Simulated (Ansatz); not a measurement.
In₉N₉H₂₄, a nanocrystal cut from wurtzite InN (hydrogen-capped). The state is a singlet with charge 0. Geometry PBE-D4/def2-SVP; atoms count from 1.

```xyz
42

In   -0.3187   -0.3621   -4.3810
N    -0.0250    1.8008   -3.7365
N    -0.2868   -1.2138   -2.3272
In    1.6913   -1.0322   -1.4092
In    0.1711    2.3532   -1.5928
N     1.7856    1.0984   -0.8242
N     1.5530   -2.0732    0.5106
In    3.5215   -2.1561    1.5412
In    2.0526    1.4739    1.3110
N     3.6581    0.0780    1.9536
In   -2.0428   -0.6022   -1.1737
N    -1.5782    1.4860   -0.6132
N    -1.9066   -1.6749    0.7288
In   -0.0571   -1.5294    1.8892
In   -1.4875    1.8818    1.5332
N     0.2097    0.6508    2.1462
In   -3.6991   -1.3249    1.9972
N    -3.2764    0.8772    2.3875
H     1.1736   -0.7636   -5.1907
H    -1.9531   -0.3982   -4.9905
H     0.8077    2.1625   -4.2263
H    -0.8041    2.3522   -4.1280
H    -0.4130   -2.2313   -2.4742
H     3.0436   -1.4679   -2.4183
H     0.3795    4.0779   -1.4285
H     2.6447    1.4633   -1.2705
H     1.3583   -3.0590    0.2590
H     4.7744   -2.4406    0.3609
H     3.3104   -2.8612    3.1231
H     2.4528    3.1094    1.7694
H     4.5436    0.4171    1.5473
H     3.7863    0.2009    2.9697
H    -3.5734   -0.7060   -2.0002
H    -2.3806    2.0424   -0.9551
H    -1.9730   -2.6754    0.4689
H    -0.0542   -2.3489    3.4272
H    -1.4469    3.5585    2.0147
H     0.2903    0.7944    3.1677
H    -5.1210   -1.3050    0.9863
H    -3.4566   -2.0790    3.5517
H    -4.1051    1.4126    2.0861
H    -3.2490    1.0137    3.4097
```

In the def2 sets In takes a core potential; there is no spin–orbit coupling. Single mean-field runs in def2-TZVP are fitted with def2-universal-jkfit.

Q: Estimate the Mulliken populations of the heavy atoms from the PBE0/def2-TZVP orbitals of Ansatz.

A: 
```json
{"atom": "In1", "charge (e)": "0.54"}
{"atom": "N2", "charge (e)": "-0.86"}
{"atom": "N3", "charge (e)": "-1.00"}
{"atom": "In4", "charge (e)": "0.84"}
{"atom": "In5", "charge (e)": "0.84"}
{"atom": "N6", "charge (e)": "-1.03"}
{"atom": "N7", "charge (e)": "-1.00"}
{"atom": "In8", "charge (e)": "0.54"}
{"atom": "In9", "charge (e)": "0.84"}
{"atom": "N10", "charge (e)": "-0.86"}
{"atom": "In11", "charge (e)": "0.84"}
{"atom": "N12", "charge (e)": "-1.03"}
{"atom": "N13", "charge (e)": "-1.00"}
{"atom": "In14", "charge (e)": "0.84"}
{"atom": "In15", "charge (e)": "0.84"}
{"atom": "N16", "charge (e)": "-1.03"}
{"atom": "In17", "charge (e)": "0.54"}
{"atom": "N18", "charge (e)": "-0.86"}
```
Mulliken values depend strongly on the basis.

Q: And the Mayer bond orders between heavy atoms (over 0.3)?

A: In1–N2 0.44 (2.28 Å); In1–N3 0.57 (2.22 Å); N2–In5 0.55 (2.22 Å); N3–In4 0.60 (2.19 Å); N3–In11 0.60 (2.19 Å); In4–N6 0.53 (2.21 Å); In4–N7 0.60 (2.19 Å); In5–N6 0.61 (2.18 Å); In5–N12 0.61 (2.18 Å); N6–In9 0.61 (2.18 Å); N7–In8 0.57 (2.22 Å); N7–In14 0.60 (2.19 Å); In8–N10 0.44 (2.28 Å); In9–N10 0.55 (2.22 Å); In9–N16 0.61 (2.18 Å); In11–N12 0.53 (2.21 Å); In11–N13 0.60 (2.19 Å); N12–In15 0.61 (2.18 Å); N13–In14 0.60 (2.19 Å); N13–In17 0.57 (2.22 Å); In14–N16 0.53 (2.21 Å); In15–N16 0.61 (2.18 Å); In15–N18 0.55 (2.22 Å); In17–N18 0.44 (2.28 Å).
